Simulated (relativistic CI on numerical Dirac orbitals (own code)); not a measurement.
**Slater and spin-orbit integrals, Ho²⁺**

These numbers are calculated, not measured: Dirac-Coulomb-Breit CI, orbitals from a KLI potential per configuration, model QED (radiative potential, 1s self-energy scaled to tabulated hydrogen-like ionisation energies), valence Slater integrals scaled by 0.85, P86 correlation energy added to each configuration (own radial code, finite nucleus).

Slater integrals F^k, G^k are unscaled and averaged over j, outside the closed core [Kr] 4d10 5s2; ζ comes from projecting the Hamiltonian with its Breit term on Σ l·s of the shell.

- 4f¹¹5p⁶: F^2(4f,4f) = 114880, F^4(4f,4f) = 71493, F^6(4f,4f) = 51275, ζ(4f) = 2021.9 cm⁻¹; <r>(4f) = 0.8342, <r^2>(4f) = 0.9366 (bohr units).
- 4f¹⁰5p⁶5d: F^2(4f,4f) = 122170, F^4(4f,4f) = 76384, F^6(4f,4f) = 54880, ζ(4f) = 2144.8, F^2(4f,5d) = 26039, F^4(4f,5d) = 12458, G^1(4f,5d) = 12506, G^3(4f,5d) = 9801.2, G^5(4f,5d) = 7380.1, ζ(5d) = 784.12 cm⁻¹; <r>(4f) = 0.7891, <r^2>(4f) = 0.8148, <r>(5d) = 2.3, <r^2>(5d) = 6.189 (bohr units).
- 4f¹⁰5p⁶6s: F^2(4f,4f) = 122750, F^4(4f,4f) = 76770, F^6(4f,4f) = 55164, ζ(4f) = 2137.9, G^3(4f,6s) = 2932.5 cm⁻¹; <r>(4f) = 0.7853, <r^2>(4f) = 0.8035, <r>(6s) = 3.296, <r^2>(6s) = 12.14 (bohr units).

In this model ζ of a weakly bound d, f or g electron outside closed shells comes out too small, for d by up to a factor of two or three and at times with the wrong sign; that of an outer p electron is too small as well.

For a near-neutral ion this model can misplace configurations by up to about 10,000 cm⁻¹ (more where the count of f electrons changes) and terms by 10 to 25 % of their spread. Rates follow the energies as ν³ (E1, M1) or ν⁵ (E2), so they and the lifetimes can be off by large factors. The fine structure of a lone outer electron comes out too small, for d and f at times inverted, and misplaced configurations move strength between like terms. 10 of the 34 excited levels that our extract of the measured tables holds in this range could be paired (the sources list more); they are missed by 4314 cm⁻¹ on average and 17857 at most, and levels without a partner can miss by more. Some levels of the ground configuration have no partner and can miss by 10 % or more. The computed lowest level isn't the tabulated ground level, which NIST ASD gives as 4f11 4I°15/2.

Averages of the first 8 configurations, taken without configuration mixing, which lowers the lowest level and can move excited configurations by several eV; other configurations of the list can lie among them:

```
Configuration  Parity  States  Average energy above the lowest level (eV)
      4f¹¹5p⁶     odd     364                                         4.5
    4f¹⁰5p⁶5d    even   10010                                         6.8
    4f¹⁰5p⁶6s    even    2002                                         7.1
    4f¹⁰5p⁶6p     odd    6006                                        11.7
    4f⁹5p⁶6s²     odd    2002                                        18.8
    4f¹⁰5p⁶7s    even    2002                                        16.8
    4f¹⁰5p⁶7p     odd    6006                                        18.5
      4f¹³5p⁴     odd     210                                        61.8
```
